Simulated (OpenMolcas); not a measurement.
**Levels of Ga II by method**

```
Program             : OpenMolcas
Basis               : ANO-RCC-VDZP [5s4p2d]
Scalar Hamiltonian  : DKH2, point nucleus
Active space        : 2 electrons in 4 orbitals (4s 4p)
State averaging     : 2S+1 = 3 even, 3 roots; 2S+1 = 1 even, 7 roots; 2S+1 = 3 odd, 3 roots; 2S+1 = 1 odd, 3 roots
Spin-orbit coupling : RASSI with atomic mean-field integrals over the reference wave functions, term energies averaged over their components
```

Methods on the same reference wave functions:
A. CASSCF
B. SS-CASPT2, IPEA 0.25 Eh, imaginary shift 0.1 Eh (closed shells correlated: 3d)
C. MS-CASPT2, IPEA 0.25 Eh, imaginary shift 0.1 Eh (closed shells correlated: 3d)

Energies in cm-1 above 4s2 1S0, the measured ground level; measured values from NIST Handbook of Basic Atomic Spectroscopic Data.

| Level | A | B | C | Measured |
| --- | --- | --- | --- | --- |
| 4s2 1S0 | 0.0 | 0.0 | 0.0 | 0.0 |
| 4s 4p 3P* 0 | 43338 | 44828 | 44853 | 47368 |
| 4s 4p 3P* 1 | 43754 | 45244 | 45269 | 47814 |
| 4s 4p 3P* 2 | 44605 | 46094 | 46119 | 48750 |
| 4s 4p 1P* 1 | 74281 | 74613 | 74638 | 70701 |
| 4p2 3P0 | 110509 | 112482 | 112506 |  |
| 4p2 3P1 | 110958 | 112934 | 112959 |  |
| 4p2 3P2 | 111729 | 113700 | 113725 |  |
| 4p2 1D2 | 119765 | 120716 | 120741 | 107721 |
| 4p2 1S0 | 138089 | 138023 | 138073 |  |

Deviations, from unrounded energies. A percentage is the sum of absolute deviations over the sum of measured energies, with the sign that they share, or ± where signs differ.

```
           Against measurement  Levels     A     B     C
mean absolute deviation (cm-1)       5  5600  4900  4900
      other configurations (%)       5  ±8.6  ±7.7  ±7.6
```

B, C lie about equally close to measurement and A furthest from it. The largest miss of C in the table is 4p2 1D2, by +13000 cm-1. The ranking rests on the paired levels alone, and a cruder setting can come out closer through cancelling errors.

Between B and C the level of the table that moves most is 4p2 1S0, by 50 cm-1 (lowest in B, highest in C).

The lowest spin-free term lies below A's lowest term by 0.203 hartree in B, 0.203 hartree in C.

The ¹D term of p² mixes with s d, which this space lacks. Without dynamic correlation excited terms often stand tens of per cent too high (terms of higher spin than the ground term too low), and those without a measured partner can miss by more than the paired ones (holds for A). Measured partners are found by configuration, term and J. A level has none where our copy of the source lacks it or the pairing is in doubt (some pairs that miss far off the trend of their configuration count as doubtful), and it then counts in no deviation. Levels of configurations outside the active space are missing.

* marks odd parity.
